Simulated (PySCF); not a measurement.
**Broadened absorption spectrum of CH4B3NO3**

Species: CH4B3NO3.
SMILES with atom numbers: `[H]/[N:1]=[CH:2]/[B:3]1[O:4][BH:5][O:6][BH:7][O:8]1` (hydrogens: H9 on N1; H10 on C2; H11 on B5; H12 on B7)

Method used: TDDFT B3LYP/def2-SVPD, vertical, gas phase, core orbitals frozen in the response in PySCF 2.14.0, density-fitted response routines. Geometry: PBE0-D3(BJ)/def2-SVP, one conformer, isolated molecule. Torsions of this conformer, `[H]/[N:1]=[CH:2]/[B:3]1[O:4][BH:5][O:6][BH:7][O:8]1`: N1–C2–B3–O4 1°.

Computed states:

```
state  E (eV)       f
   S1    3.93  0.0019
   S2    5.97  0.0000
   S3    6.14  0.0003
   S4    6.41  0.0012
   S5    6.69  0.0039
   S6    6.92  0.0003
   S7    7.14   0.372
   S8    7.19  0.0005
   S9    7.25   0.020
  S10    7.44  0.0015
```

Each state is given a Gaussian of 0.3 eV full width at half maximum, with ε(max) = 2.175×10⁸ f / Δν̃ (Δν̃ the width in cm⁻¹). The cross-section is σ = 3.8235×10⁻²¹ ε cm², given in Mb (10⁻¹⁸ cm²). The width is an assumption, not a result. The curve ends short of the highest state used, and states not computed would add to its high-energy end.

**Question.** What does the envelope look like, and where are its maxima?

**Answer.** 
```json
{"E (eV)": "3.48", "σ (Mb)": "0.00"}
{"E (eV)": "3.55", "σ (Mb)": "0.01"}
{"E (eV)": "3.63", "σ (Mb)": "0.04"}
{"E (eV)": "3.71", "σ (Mb)": "0.15"}
{"E (eV)": "3.79", "σ (Mb)": "0.36"}
{"E (eV)": "3.87", "σ (Mb)": "0.58"}
{"E (eV)": "3.95", "σ (Mb)": "0.63"}
{"E (eV)": "4.02", "σ (Mb)": "0.49"}
{"E (eV)": "4.10", "σ (Mb)": "0.25"}
{"E (eV)": "4.18", "σ (Mb)": "0.09"}
{"E (eV)": "4.26", "σ (Mb)": "0.02"}
{"E (eV)": "4.34", "σ (Mb)": "0.00"}
{"E (eV)": "4.41", "σ (Mb)": "0.00"}
{"E (eV)": "4.49", "σ (Mb)": "0.00"}
{"E (eV)": "4.57", "σ (Mb)": "0.00"}
{"E (eV)": "4.65", "σ (Mb)": "0.00"}
{"E (eV)": "4.73", "σ (Mb)": "0.00"}
{"E (eV)": "4.81", "σ (Mb)": "0.00"}
{"E (eV)": "4.88", "σ (Mb)": "0.00"}
{"E (eV)": "4.96", "σ (Mb)": "0.00"}
{"E (eV)": "5.04", "σ (Mb)": "0.00"}
{"E (eV)": "5.12", "σ (Mb)": "0.00"}
{"E (eV)": "5.20", "σ (Mb)": "0.00"}
{"E (eV)": "5.27", "σ (Mb)": "0.00"}
{"E (eV)": "5.35", "σ (Mb)": "0.00"}
{"E (eV)": "5.43", "σ (Mb)": "0.00"}
{"E (eV)": "5.51", "σ (Mb)": "0.00"}
{"E (eV)": "5.59", "σ (Mb)": "0.00"}
{"E (eV)": "5.66", "σ (Mb)": "0.00"}
{"E (eV)": "5.74", "σ (Mb)": "0.00"}
{"E (eV)": "5.82", "σ (Mb)": "0.01"}
{"E (eV)": "5.90", "σ (Mb)": "0.02"}
{"E (eV)": "5.98", "σ (Mb)": "0.05"}
{"E (eV)": "6.06", "σ (Mb)": "0.09"}
{"E (eV)": "6.13", "σ (Mb)": "0.13"}
{"E (eV)": "6.21", "σ (Mb)": "0.20"}
{"E (eV)": "6.29", "σ (Mb)": "0.32"}
{"E (eV)": "6.37", "σ (Mb)": "0.48"}
{"E (eV)": "6.45", "σ (Mb)": "0.64"}
{"E (eV)": "6.52", "σ (Mb)": "0.86"}
{"E (eV)": "6.60", "σ (Mb)": "1.23"}
{"E (eV)": "6.68", "σ (Mb)": "1.63"}
{"E (eV)": "6.76", "σ (Mb)": "2.87"}
{"E (eV)": "6.84", "σ (Mb)": "9.50"}
```

Maxima: 316 nm (3.93 eV), ε about 170, made up of S1 (100%) (ε in L mol⁻¹ cm⁻¹; maxima over ε = 5, shares over 10%). At its high-energy end, 6.84 eV, the curve is still rising (ε about 2500, from S7).

**Question.** Coming from long wavelengths, where does ε first pass 100 L mol⁻¹ cm⁻¹?

**Answer.** At about 326 nm (3.80 eV), 0.13 eV below S1.

**Question.** Does any computed singlet lie in the visible range?

**Answer.** No computed singlet lies in the visible range (380 to 750 nm); the lowest, at 316 nm, stands 0.66 eV above its violet end (3.26 eV); a Tamm–Dancoff triplet lies at 397 nm, without intensity as long as spin–orbit coupling is left out.

**Question.** On this curve, what absorbance would a 10⁻⁴ mol/L sample give at 308 nm over a 1 cm path?

**Answer.** 308 nm is 4.025 eV, where ε is about 120 L mol⁻¹ cm⁻¹, so A = ε c l ≈ 0.012 (Beer–Lambert, with the gas-phase spectrum and the assumed width).

The vertical ionisation energy (ΔSCF) is 10.15 eV, 2.72 eV above S10.

Time: 2.2 min; peak memory 0.91 GiB. Hardware: one thread of an Arm Neoverse N1, on a shared host.
